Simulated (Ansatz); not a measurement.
**Nudged elastic band run: GaH4N**

Input file:

```yaml
crystal:
  periodic: [false, false, false]
  atoms:
    - { symbol: Ga, position_ang: [0.252181, -0.00011, 0.145627] }
    - { symbol: H, position_ang: [0.225627, -0.59993, 1.590891] }
    - { symbol: H, position_ang: [1.490644, 0.599752, -0.599789] }
    - { symbol: "N", position_ang: [-1.323457, 7.1e-05, -0.764137] }
    - { symbol: H, position_ang: [-2.197864, -0.359461, -0.395284] }
    - { symbol: H, position_ang: [-1.441032, 0.359679, -1.705809] }
basis:
  gaussian: { orbitals: def2-SVP }
hamiltonian:
  xc: b3lyp
  dispersion: d4
neb:
  order_check: false
  images: 7
  f_tol: 0.05
  max_iterations: 60
  initial_path: linear
  final_atoms:
    - { symbol: Ga, position_ang: [-1.23924149, -2.16355485, -0.86618172] }
    - { symbol: H, position_ang: [0.8497907, 0.72839432, 0.4197928] }
    - { symbol: H, position_ang: [1.43345329, 1.10996384, 0.73241523] }
    - { symbol: "N", position_ang: [-1.2994682, -0.28559032, -0.6920322] }
    - { symbol: H, position_ang: [-1.718073, 0.22538349, 0.08635402] }
    - { symbol: H, position_ang: [-1.0203623, 0.38540452, -1.40884913] }
```

Run as:

```bash
$ ansatz run input.yaml --threads 1 --pin off --max-ram 2048MiB --backend cpu --events-out ev --progress --plain --runs-dir out
```

Output, in part (warnings, iteration lines, the closing report on the highest movable image, with atoms numbered from 0):

```
NEB end point (image 0): max|allowed force component| = 5.752e-3 eV/Å (the criterion of neb.relax_end_points is 1.000e-2)
NEB end point (image 8): max|allowed force component| = 2.268e-2 eV/Å (the criterion of neb.relax_end_points is 1.000e-2)
NEB iter   1: max|band force component| = 3.783e1 eV/Å  barrier→ = 13.9239 eV  barrier← = 13.4587 eV  Δτ_max = 0.1988 Å  (248 SCF iters)
NEB iter   2: max|band force component| = 1.129e1 eV/Å  barrier→ = 5.4832 eV  barrier← = 5.0180 eV  Δτ_max = 0.1967 Å  (206 SCF iters)
NEB iter   3: max|band force component| = 6.391e0 eV/Å  barrier→ = 3.9390 eV  barrier← = 3.4738 eV  Δτ_max = 0.2000 Å  (200 SCF iters)
NEB iter   4: max|band force component| = 5.689e0 eV/Å  barrier→ = 3.0790 eV  barrier← = 2.6138 eV  Δτ_max = 0.1985 Å  (203 SCF iters)
NEB iter   5: max|band force component| = 2.416e0 eV/Å  barrier→ = 2.4200 eV  barrier← = 1.9548 eV  Δτ_max = 0.1965 Å  (191 SCF iters)
NEB iter   6: max|band force component| = 2.883e0 eV/Å  barrier→ = 2.3581 eV  barrier← = 1.8929 eV  Δτ_max = 0.0989 Å  (186 SCF iters)
NEB iter   7: max|band force component| = 7.995e-1 eV/Å  barrier→ = 2.3811 eV  barrier← = 1.9159 eV  Δτ_max = 0.1950 Å  (182 SCF iters)
NEB iter   8: max|band force component| = 1.542e0 eV/Å  barrier→ = 2.3307 eV  barrier← = 1.8655 eV  CI = image 2  Δτ_max = 0.1989 Å  (183 SCF iters)
NEB iter   9: max|band force component| = 2.425e0 eV/Å  barrier→ = 2.8399 eV  barrier← = 2.3746 eV  CI = image 2  Δτ_max = 0.2000 Å  (190 SCF iters)
NEB iter  10: max|band force component| = 3.458e0 eV/Å  barrier→ = 3.0412 eV  barrier← = 2.5760 eV  CI = image 2  Δτ_max = 0.0990 Å  (186 SCF iters)
NEB iter  11: max|band force component| = 1.142e0 eV/Å  barrier→ = 2.9678 eV  barrier← = 2.5026 eV  CI = image 2  Δτ_max = 0.1774 Å  (179 SCF iters)
NEB iter  12: max|band force component| = 7.012e-1 eV/Å  barrier→ = 2.9104 eV  barrier← = 2.4451 eV  CI = image 2  Δτ_max = 0.0971 Å  (183 SCF iters)
NEB iter  13: max|band force component| = 5.154e-1 eV/Å  barrier→ = 2.9006 eV  barrier← = 2.4354 eV  CI = image 2  Δτ_max = 0.0597 Å  (176 SCF iters)
NEB iter  14: max|band force component| = 3.625e-1 eV/Å  barrier→ = 2.8947 eV  barrier← = 2.4295 eV  CI = image 2  Δτ_max = 0.0638 Å  (176 SCF iters)
NEB iter  15: max|band force component| = 1.424e-1 eV/Å  barrier→ = 2.8932 eV  barrier← = 2.4280 eV  CI = image 2  Δτ_max = 0.0436 Å  (170 SCF iters)
NEB iter  16: max|band force component| = 1.208e-1 eV/Å  barrier→ = 2.8922 eV  barrier← = 2.4270 eV  CI = image 2  Δτ_max = 0.0275 Å  (167 SCF iters)
NEB iter  17: max|band force component| = 5.583e-2 eV/Å  barrier→ = 2.8907 eV  barrier← = 2.4255 eV  CI = image 2  Δτ_max = 0.0226 Å  (167 SCF iters)
NEB iter  18: max|band force component| = 3.753e-2 eV/Å  barrier→ = 2.8902 eV  barrier← = 2.4250 eV  CI = image 2  Δτ_max = 0.0000 Å  (349 SCF iters)
Total energy: -53924.11404871 eV, -1981.6746402130 hartree
Atom 0 at    -0.336728    -0.526048     0.477392 Å, force    -0.010920    -0.045357     0.036212 eV/Å
Atom 1 at     1.096789    -0.571335     1.017790 Å, force     0.030061     0.001299     0.008810 eV/Å
Atom 2 at     1.268664     0.320674    -0.106887 Å, force    -0.003628     0.014612    -0.005048 eV/Å
Atom 3 at    -1.433356     0.105330    -0.803536 Å, force    -0.008982     0.016027    -0.013904 eV/Å
Atom 4 at    -2.423440    -0.108656    -0.804331 Å, force    -0.001526     0.011050    -0.000302 eV/Å
Atom 5 at    -1.165830     0.780036    -1.508929 Å, force    -0.005004     0.002369    -0.025768 eV/Å
Dipole moment:    -0.341972     0.046448    -0.126578 e Å
```

It converged. Neighbouring images differ by up to 2.2 eV, so the band resolves the path poorly. Another band between the same ends (7 images) ends at a top of the same energy, where a vibrational analysis finds 1 clearly imaginary mode. The orbitals stay closed-shell, which can raise the energy where a bond breaks towards radicals; this wasn't checked here.

Final band (atoms are numbered from 1 in the order of the input):

| image | path coordinate (Å) | energy (kJ/mol) | Ga1–H2 (Å) | Ga1–H3 (Å) | H2–H3 (Å) |
| --- | --- | --- | --- | --- | --- |
| 0 | 0.00 | 0.0 | 1.57 | 1.57 | 2.80 |
| 1 | 0.84 | 63.2 | 1.52 | 1.57 | 2.29 |
| 2 | 1.68 | 278.9 | 1.53 | 1.91 | 1.45 |
| 3 | 2.51 | 69.0 | 2.19 | 2.51 | 0.78 |
| 4 | 3.35 | 51.1 | 3.02 | 3.34 | 0.76 |
| 5 | 4.18 | 51.4 | 3.43 | 3.78 | 0.76 |
| 6 | 5.01 | 50.7 | 3.40 | 4.04 | 0.76 |
| 7 | 5.84 | 46.9 | 3.53 | 4.17 | 0.76 |
| 8 | 6.67 | 44.9 | 3.79 | 4.52 | 0.76 |

Time of the run: 3.3 min on 1 thread of Arm Neoverse V2, with other jobs on the host, peak memory 0.12 GiB.
